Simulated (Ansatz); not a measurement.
```yaml
crystal:
  periodic: [false, false, false]
  atoms:
    - {symbol: S, position_ang: [-10.082156, -1.962296, 5.692535]}
    - {symbol: C, position_ang: [-9.844170, -2.177278, 2.239394]}
    - {symbol: C, position_ang: [-8.173214, -0.160181, 1.024433]}
    - {symbol: C, position_ang: [-7.933162, -0.485199, -1.842479]}
    - {symbol: C, position_ang: [-6.276334, 1.542881, -3.126978]}
    - {symbol: C, position_ang: [-3.542841, 1.454583, -2.311574]}
    - {symbol: C, position_ang: [-2.594554, 3.107413, -0.449987]}
    - {symbol: C, position_ang: [-0.081134, 2.946324, 0.354826]}
    - {symbol: C, position_ang: [1.553498, 1.122301, -0.694832]}
    - {symbol: N, position_ang: [4.052077, 1.114767, 0.233446]}
    - {symbol: N, position_ang: [5.508186, -0.493354, -0.783475]}
    - {symbol: C, position_ang: [8.005115, -0.511074, 0.160907]}
    - {symbol: C, position_ang: [9.675390, -2.233436, -1.005792]}
    - {symbol: C, position_ang: [12.193041, -2.395712, -0.205863]}
    - {symbol: C, position_ang: [13.055307, -0.842619, 1.767492]}
    - {symbol: C, position_ang: [11.390948, 0.875574, 2.939645]}
    - {symbol: C, position_ang: [8.879022, 1.050972, 2.149621]}
    - {symbol: C, position_ang: [0.625358, -0.547617, -2.567167]}
    - {symbol: C, position_ang: [-1.883720, -0.371734, -3.347996]}
    - {symbol: H, position_ang: [-11.251185, 0.333381, 5.747814]}
    - {symbol: H, position_ang: [-11.770221, -2.179721, 1.406308]}
    - {symbol: H, position_ang: [-9.049185, -4.090500, 1.903460]}
    - {symbol: H, position_ang: [-6.279275, -0.207048, 1.927306]}
    - {symbol: H, position_ang: [-8.965924, 1.742685, 1.449454]}
    - {symbol: H, position_ang: [-7.140382, -2.386403, -2.267129]}
    - {symbol: H, position_ang: [-9.843189, -0.444982, -2.719281]}
    - {symbol: H, position_ang: [-6.387838, 1.279587, -5.206097]}
    - {symbol: H, position_ang: [-7.072513, 3.441935, -2.718739]}
    - {symbol: H, position_ang: [-3.854138, 4.544462, 0.374735]}
    - {symbol: H, position_ang: [0.688517, 4.221465, 1.805051]}
    - {symbol: H, position_ang: [8.928791, -3.419324, -2.542630]}
    - {symbol: H, position_ang: [13.491481, -3.739427, -1.121388]}
    - {symbol: H, position_ang: [15.032314, -0.968607, 2.402251]}
    - {symbol: H, position_ang: [12.076722, 2.085309, 4.489034]}
    - {symbol: H, position_ang: [7.532046, 2.371370, 3.021594]}
    - {symbol: H, position_ang: [1.935307, -1.947947, -3.365563]}
    - {symbol: H, position_ang: [-2.597986, -1.670531, -4.812336]}
basis:
  gaussian: {orbitals: cc-pVDZ, final_grid: {core_spheres: 8, valence_spheres: 7, degree: 23}}
magnetization: {spin_polarized: true, initial_magnetization: 2}
hamiltonian: {xc: {name: r2SCAN}, dispersion: d3bjatm}
scf: {omitted_lower_state_checks: [starts]}
output: {forces: true}
```

```sh
$ ansatz run in.yaml --threads 2 --pin off --events-out ev --progress --plain --max-ram 22528MiB --backend cuda --devices 0, --max-vram 18GiB
```

Shortened log:

```
Functional definition: r2SCAN
4571 factors; their error is unknown
mean field evaluation 1: about -30440.0956 eV, gradient 9.6e1 eV
mean field evaluation 2: about -26844.9001 eV, gradient 3.7e2 eV
mean field evaluation 4: about -27696.2530 eV, gradient 2.9e2 eV
mean field evaluation 8: about -30522.5062 eV, gradient 5.4e0 eV
mean field evaluation 16: about -30535.6374 eV, gradient 2.2e0 eV
mean field evaluation 32: about -30535.6775 eV, gradient 1.1e-1 eV
mean field -30535.71884625 eV, -1122.1669697460 hartree, gradient 2.2e-7 eV, S^2 19.789008; 0 other end points of the search recorded, 0 dependent functions left out
reference -30535.71889353 eV, -1122.1669714835 hartree; 73, 71 occupied and 287, 289 virtual orbitals, 4571 factors
Total energy: -30536.00436930 eV, -1122.1774625247 hartree
Atom 0 at   -10.082156    -1.962296     5.692535 Å, force    -0.449953     0.934368    -0.491472 eV/Å
Atom 1 at    -9.844170    -2.177278     2.239394 Å, force    -0.451349    -0.970364    -0.941177 eV/Å
Atom 2 at    -8.173214    -0.160181     1.024433 Å, force     0.597992     0.975409     0.681182 eV/Å
Atom 3 at    -7.933162    -0.485199    -1.842479 Å, force    -0.592173    -1.012114    -0.653570 eV/Å
Atom 4 at    -6.276334     1.542881    -3.126978 Å, force    -0.383605     0.825473    -0.762105 eV/Å
Atom 5 at    -3.542841     1.454583    -2.311574 Å, force     0.327780    -0.196221     0.144599 eV/Å
Atom 6 at    -2.594554     3.107413    -0.449987 Å, force    -0.436906     0.523353     0.105578 eV/Å
Atom 7 at    -0.081134     2.946324     0.354826 Å, force     0.214547     0.504640     0.581276 eV/Å
Atom 8 at     1.553498     1.122301    -0.694832 Å, force    -0.462379    -0.091631    -0.249814 eV/Å
Atom 9 at     4.052077     1.114767     0.233446 Å, force    -0.050093    -0.458933    -0.453919 eV/Å
Atom 10 at     5.508186    -0.493354    -0.783475 Å, force    -0.064516     0.450337     0.436832 eV/Å
Atom 11 at     8.005115    -0.511074     0.160907 Å, force     0.621505    -0.227168    -0.051408 eV/Å
Atom 12 at     9.675390    -2.233436    -1.005792 Å, force    -0.355916    -0.216530    -0.440621 eV/Å
Atom 13 at    12.193041    -2.395712    -0.205863 Å, force     0.467960    -0.455410    -0.185592 eV/Å
Atom 14 at    13.055307    -0.842619     1.767492 Å, force     0.532545     0.252101     0.284216 eV/Å
Atom 15 at    11.390948     0.875574     2.939645 Å, force     0.384172     0.291814     0.479717 eV/Å
Atom 16 at     8.879022     1.050972     2.149621 Å, force    -0.528103     0.446679     0.238180 eV/Å
Atom 17 at     0.625358    -0.547617    -2.567167 Å, force     0.473831    -0.153266    -0.090620 eV/Å
Atom 18 at    -1.883720    -0.371734    -3.347996 Å, force    -0.270273    -0.361022    -0.523588 eV/Å
Atom 19 at   -11.251185     0.333381     5.747814 Å, force     0.493560    -0.965041    -0.034835 eV/Å
Atom 20 at   -11.770221    -2.179721     1.406308 Å, force     1.566913    -0.007615     0.718068 eV/Å
Atom 21 at    -9.049185    -4.090500     1.903460 Å, force    -0.671037     1.574239     0.306942 eV/Å
Atom 22 at    -6.279275    -0.207048     1.927306 Å, force    -1.611377     0.039804    -0.754248 eV/Å
Atom 23 at    -8.965924     1.742685     1.449454 Å, force     0.658383    -1.592102    -0.340058 eV/Å
Atom 24 at    -7.140382    -2.386403    -2.267129 Å, force    -0.672586     1.579074     0.363917 eV/Å
Atom 25 at    -9.843189    -0.444982    -2.719281 Å, force     1.584270    -0.045307     0.735848 eV/Å
Atom 26 at    -6.387838     1.279587    -5.206097 Å, force     0.057711     0.201940     1.701049 eV/Å
Atom 27 at    -7.072513     3.441935    -2.718739 Å, force     0.666389    -1.585204    -0.350529 eV/Å
Atom 28 at    -3.854138     4.544462     0.374735 Å, force     1.058470    -1.175917    -0.573999 eV/Å
Atom 29 at     0.688517     4.221465     1.805051 Å, force    -0.636700    -1.186320    -1.314208 eV/Å
Atom 30 at     8.928791    -3.419324    -2.542630 Å, force     0.553007     0.958900     1.276630 eV/Å
Atom 31 at    13.491481    -3.739427    -1.121388 Å, force    -1.043066     1.055511     0.713517 eV/Å
Atom 32 at    15.032314    -0.968607     2.402251 Å, force    -1.650625     0.052254    -0.526258 eV/Å
Atom 33 at    12.076722     2.085309     4.489034 Å, force    -0.551841    -1.027997    -1.262407 eV/Å
Atom 34 at     7.532046     2.371370     3.021594 Å, force     1.187924    -1.123035    -0.687033 eV/Å
Atom 35 at     1.935307    -1.947947    -3.365563 Å, force    -1.145789     1.114128     0.693618 eV/Å
Atom 36 at    -2.597986    -1.670531    -4.812336 Å, force     0.581328     1.071173     1.226292 eV/Å
Dipole moment:    -1.260181    -0.236843     0.836636 e Å
Checks for a lower state left out: starts
```

Q: Something in this input is off. What?

A: The coordinates are in bohr but typed as ångström. Self-consistency was reached. The result belongs to that input, not to the species as meant. The charge 0 triplet is spin-contaminated (final ⟨S²⟩ up to 19.79, 2.00 for a pure state).
